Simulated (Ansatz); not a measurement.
Geometry optimisation, Ansatz 0.2.0, RHF/def2-SVP.

Input:

```yaml
crystal:
  periodic: [false, false, false]
  atoms:
    - { symbol: Ge, position_ang: [0.0, 0.0, 0.0] }
    - { symbol: H, position_ang: [0.0, 0.0, 1.9] }
    - { symbol: H, position_ang: [1.4616, 0.0, -0.5162] }
    - { symbol: C, position_ang: [-0.9232, 1.5994, -0.6527] }
    - { symbol: H, position_ang: [-1.9758, 1.3458, -0.8971] }
    - { symbol: H, position_ang: [-0.9048, 2.384, 0.1322] }
    - { symbol: H, position_ang: [-0.4128, 1.976, -1.5636] }
    - { symbol: H, position_ang: [-0.73, -1.2648, -0.5162] }
    - { symbol: Cl, position_ang: [1.3153, -1.9973, 0.7946] }
    - { symbol: H, position_ang: [0.5391, -0.8187, 1.9424] }
basis:
  gaussian: { orbitals: def2-SVP }
hamiltonian:
  xc: hf
relax:
  f_tol: 0.15
  max_steps: 25
  restrain:
    - { distance: [0, 8], at: 3.42, k: 30.0 }
    - { distance: [9, 1], at: 1.86, k: 30.0 }
    - { distance: [0, 1], at: 1.55, k: 30.0 }
    - { distance: [9, 8], at: 1.37, k: 30.0 }
```

Launched with:

```bash
$ ansatz run input.yaml --threads 2 --pin off --max-ram 3072MiB --backend cpu --events-out ev --progress --plain --runs-dir out
```

Q: Where does it end, and by what steps?

A: The run converged. The restraints hold the end off the free minimum. After 10 steps the energy has fallen by 3.522 eV (the restraints' own energy left out); Cl9 moved furthest, 0.88 Å. Parted: Ge1–Cl9 (2.52 → 3.43 Å). Joined: Cl9–H10 (1.82 → 1.32 Å).

```tsv
step	energy less start (eV)	largest force component (eV/Å)	accepted
0	0.0000	2.298	yes
1	-0.7264	3.336	yes
2	-1.6949	4.338	yes
3	-2.6652	4.214	yes
4	-3.1573	1.749	yes
5	-3.4792	1.374	yes
6	-3.4837	1.403	yes
7	-3.5178	1.273	yes
8	-3.4784	1.308	no
9	-3.5113	1.303	yes
10	-3.5223	1.237	yes
```

```xyz
10
Properties=species:S:1:pos:R:3
Ge -0.019 0.148 -0.095
H -0.182 -0.013 1.435
H 1.473 0.310 -0.402
C -1.020 1.729 -0.684
H -2.088 1.601 -0.501
H -0.683 2.618 -0.150
H -0.874 1.895 -1.753
H -0.562 -1.117 -0.767
Cl 1.547 -2.447 1.515
H 0.779 -1.501 2.025
```

Time of the run: 17 s on 2 threads of Arm Neoverse V1 (shared host), peak memory 0.2 GiB.
